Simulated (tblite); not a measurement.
Species: CH8NOSSi3 (doublet state).
SMILES with atom numbers: `[N:1]=[CH:2][SiH2:3][S:4][SiH2:5][O:6][SiH3:7]` (hydrogens: H8 on C2; H9, H10 on Si3; H11, H12 on Si5; H13, H14, H15 on Si7)

Computed geometry: GFN2-xTB, gas phase. This method treats the open shell by occupation alone, without spin polarisation.

What internal coordinates does the optimisation give?

```
                     bond  length (Å)
                    N1=C2       1.207
                   C2–Si3       1.959
                   Si3–S4       2.107
                   S4–Si5       2.185
                   Si5–O6       1.604
                   O6–Si7       1.625
                    C2–H8       1.092
          Si3–H9, Si3–H10       1.458
                  Si5–H11       1.443
                  Si5–H12       1.455
Si7–H13, Si7–H14, Si7–H15       1.461
```

Bonds in one row agree within 0.01 Å and their mean is given. A selection of angles:
```
      angle  degrees
  N1–C2–Si3    122.3
   N1–C2–H8    126.8
  Si3–C2–H8    110.9
  C2–Si3–S4    109.4
  C2–Si3–H9    107.2
 C2–Si3–H10    104.2
  S4–Si3–H9    107.4
 S4–Si3–H10    114.3
 H9–Si3–H10    114.1
 Si3–S4–Si5    104.4
  S4–Si5–O6    109.1
 S4–Si5–H11    109.9
 S4–Si5–H12    100.8
 O6–Si5–H11    113.2
 O6–Si5–H12    105.5
H11–Si5–H12    117.4
 Si5–O6–Si7    166.0
 O6–Si7–H13    105.5
 O6–Si7–H14    108.7
H13–Si7–H14    111.6
H13–Si7–H15    112.7
```

Dihedral angles: N1–C2–Si3–S4 23° (synperiplanar); C2–Si3–S4–Si5 -39° (synclinal); Si3–S4–Si5–O6 -48° (synclinal). The mirror-image conformer, all signs reversed, is as good.

Si7 (silicon bonded to O and 3 H) is distorted tetrahedral (angles from 104.5° to 113.2°). Si3 (silicon bonded to C, S and 2 H) is distorted tetrahedral (angles from 104.2° to 114.3°). Of the pairs four or more bonds apart, N1···Si5 is among the closest relative to their van der Waals radii: 3.00 Å, 82 % of the sum of Bondi's values. The 2 S–Si bonds span 2.107 Å (Si3–S4, drawn single) to 2.185 Å (S4–Si5, drawn single), a spread of 0.078 Å. Si5 (silicon bonded to O, S and 2 H) is distorted tetrahedral (angles from 100.8° to 117.4°). C2 (carbon bonded to N, Si and H) is planar (angles 126.8°, 122.3° and 110.9°, sum 360.0°, 0.01 Å off the plane of its three neighbours). The O–Si distances run from 1.604 Å (Si5–O6, drawn single) to 1.625 Å (O6–Si7, drawn single), a spread of 0.021 Å.

Point group: C1 (no symmetry element, even within 0.4 Å). Its GFN2-xTB frequencies are all real (lowest 32 cm⁻¹). 3 starts were optimised and ended at 0.00, 2.29 and 3.49 kcal/mol (GFN2-xTB); the lowest of these is shown.

On an Arm Neoverse V1 with one thread (shared host), this took 2.6 s. This is the geometry optimisation.
